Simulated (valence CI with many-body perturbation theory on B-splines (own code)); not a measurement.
**Sm²²⁺: what the settings do**

Computed by configuration interaction combined with many-body perturbation theory (CI+MBPT): four valence electrons over a frozen Dirac-Fock core [Kr], a basis of 6 s, 6 p, 5 d, 5 f, 1 g functions for each j, with the one-electron correlation potential Σ1, the two-electron term Σ2, the three-electron term Σ3, Breit, model QED; selected CI, second order for the rest, scaled by the run's own slope (own B-spline code, finite nucleus).

No measured spectrum was set against this ion. As an estimate, terms of the open shell hold to 2 to 4 % of their energy, and close levels can change places. Only levels of the ground parity were solved; by the run's estimate the other parity begins above the list, which can be wrong where configurations are misplaced.

The reference run has the lowest level (4d3/2^4) J=0 and an ionisation energy of 703.440 eV. Its largest variational space holds 9607 state functions.

Levels are named by their leading jj configuration (3d3/2^4 stands for four electrons in 3d with j = 3/2), which in mixed levels can hold well under half, so a name can repeat and another be missing. Letters in brackets count levels of one name in rising energy.

Changed runs:
A. lowest core n in screening and Σ2 2 → 1
B. shift of the energy in Σ1 (hartree) 0 → 3.756
C. shift of the energy in Σ1 (hartree) 0 → -5.633
D. logarithmic knot step 0.27 → 0.8 (bad on purpose)

Excitation energies of the reference run in cm⁻¹, and shifts in cm⁻¹:

| Level | Reference | A | B | C | D |
| --- | --- | --- | --- | --- | --- |
| (4d3/2^3 4d5/2) J=1 | 31061 | 0 | +517 | +637 | +80 |
| (4d3/2^3 4d5/2) J=2 | 50197 | -0.1 | +709 | +863 | +112 |
| (4d3/2^3 4d5/2) J=4 | 59797 | -0.1 | +560 | +656 | +105 |
| (4d3/2^3 4d5/2) J=3 | 60473 | -0.1 | +722 | +866 | +120 |
| (4d3/2^2 4d5/2^2) J=0 | 86934 | -0.1 | +973 | +1149 | +173 |
| (4d3/2^2 4d5/2^2) J=4 [a] | 91049 | -0.1 | +1023 | +1222 | +180 |
| (4d3/2^2 4d5/2^2) J=3 [a] | 98516 | -0.1 | +928 | +1081 | +166 |
| (4d3/2^2 4d5/2^2) J=2 [a] | 99624 | -0.1 | +853 | +974 | +159 |
| (4d3/2^2 4d5/2^2) J=5 | 107090 | -0.1 | +1018 | +1195 | +189 |
| (4d3/2^2 4d5/2^2) J=1 | 111202 | -0.1 | +1064 | +1232 | +193 |
| (4d3/2^2 4d5/2^2) J=6 | 114464 | -0.1 | +1038 | +1214 | +201 |
| (4d3/2^2 4d5/2^2) J=4 [b] | 122975 | -0.1 | +1065 | +1226 | +199 |
| Ionisation energy (eV) | 703.440 | 0 | +0.677 | -1.379 | +0.060 |
